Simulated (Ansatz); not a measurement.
Total energies of `[Mo]#[Mo]`.

Z-matrix (Å, degrees):
```
Mo
Mo 1 1.887
```

The species carries charge 0 and has multiplicity 1. Correlated methods include outer-core shells of Mo, which these sets cover unevenly. Mo: def2 effective core potential. The geometry is a stationary point of PBE0-D4/def2-TZVP. Basis def2-TZVPP, Ansatz 0.2.0.

RPA on PBE orbitals: Hartree–Fock energy of these orbitals -134.77583 Eh, correlation -1.55003 Eh (all electrons outside any core potential correlated).

```csv
functional,energy without D4 (Eh),D4 term (kJ/mol)
LDA (SPW92),-136.10386,–
revPBE,-136.45770,-10.3
PBE0,-136.26888,-5.3
B3LYP,-136.35301,-10.6
HSE06 (plane-wave form),-136.27028,-5.3
BHLYP,-136.01318,-14.2
LC-ωPBE,-136.22596,–
ωB97X-V,-136.15493,–
ωB97M-V,-136.06812,–
B2PLYP,-136.22623,–
```

Problem. Give the same for PBE, BLYP, r2SCAN, B97M-V, r2SCANh, r2SCAN0, CAM-B3LYP, PBE-QIDH. (Estimate.)

Solution. The calculation gave: 
```
functional  energy without D4 (Eh)  D4 term (kJ/mol)
       PBE              -136.39668              -6.3
      BLYP              -136.30477             -12.4
    r2SCAN              -136.37372              -1.0
    B97M-V              -136.30565                 –
   r2SCANh              -136.31904              -1.2
   r2SCAN0              -136.23775              -1.4
 CAM-B3LYP              -136.16514              -5.8
  PBE-QIDH              -136.18551                 –
```

B3LYP takes the VWN-RPA correlation (the form of Gaussian; ORCA's B3LYP/G). HSE06 is the plane-wave form, built on full-range PBE exchange.

LC-ωPBE has ω = 0.4 bohr⁻¹.
